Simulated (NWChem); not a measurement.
Ionisation of F3Sb

```xyz
4

Sb     0.0037     0.3481     0.0000
F     -0.8232    -0.6488     1.4139
F     -0.8232    -0.6488    -1.4139
F      1.6256    -0.6747     0.0000
```
Charge 0, spin multiplicity 1.

All runs are NWChem calculations. The geometry was optimised at PBE0/def2-SVP with def2 effective core potentials on Sb, a minimum by its harmonic frequencies.

Basis set: def2-SVPD. The species with one electron less has spin multiplicity 2 and keeps the geometry of the parent. Δ marks differences of total energies (open shells unrestricted). −ε marks an orbital energy of the parent. That orbital need not have the symmetry of the hole or added electron in the Δ rows.

Effective core potentials replace the inner electrons of Sb; spin-orbit coupling is left out. The correlated methods keep 7 core orbitals frozen. B3LYP has NWChem's definition, with VWN1-RPA local correlation. The structure started from a generated list of species. The stability of the SCF solutions was not checked.

Q: Order these methods by the first vertical ionisation energy they give, lowest first: −ε(HOMO) of B3LYP, ΔB2PLYP, −ε(HOMO) of HF, ΔBLYP, G0W0@PBE0, evGW0@PBE0.

A: −ε(HOMO) of B3LYP (9.84 eV), G0W0@PBE0 (11.75 eV), evGW0@PBE0 (11.84 eV), ΔBLYP (12.00 eV), ΔB2PLYP (12.45 eV), −ε(HOMO) of HF (13.09 eV)
